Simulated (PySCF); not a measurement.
**A series of related molecules**

Level of theory: TDA CAM-B3LYP/def2-TZVP excited states, vertical, gas phase (PySCF 2.14.0). Geometry: PBE0-D3(BJ)/def2-SVP.

Each molecule in one low-energy conformer.

Scalar relativity is left out, which matters for the atoms heavier than Zn.

How does the vertical S1–T1 gap change along this series?
- CC(C)=C=C(C)Br (H replaced by Br)
- C#CC(C)=C=C(C)C (H replaced by ethynyl)
- CC(C)=C=C(C)C=O (H replaced by CHO)
- CC(C)=C=C(C)F (H replaced by F)


| molecule | S1 (eV) | S1 from | f(S1) | T1 (eV) | T1 from | S1 − T1 (eV) | S0–T1 spin-orbit coupling (cm⁻¹) | S1–T1 spin-orbit coupling (cm⁻¹) |
| --- | --- | --- | --- | --- | --- | --- | --- | --- |
| CC(C)=C=C(C)Br | 4.79 | HOMO→LUMO | 0.000 | 4.07 | HOMO−1→LUMO | 0.72 | 133.54 | 223.45 |
| C#CC(C)=C=C(C)C | 5.27 | HOMO−1→LUMO | 0.000 | 3.68 | HOMO→LUMO | 1.59 | 0.01 | 3.25 |
| CC(C)=C=C(C)C=O | 4.05 | HOMO→LUMO | 0.000 | 3.52 | HOMO→LUMO | 0.53 | 51.06 | 0.12 |
| CC(C)=C=C(C)F | 5.21 | HOMO→LUMO | 0.001 | 4.30 | HOMO−1→LUMO | 0.92 | 1.04 | 6.56 |

The vertical S1–T1 gap is lowest for CC(C)=C=C(C)C=O and highest for C#CC(C)=C=C(C)C.
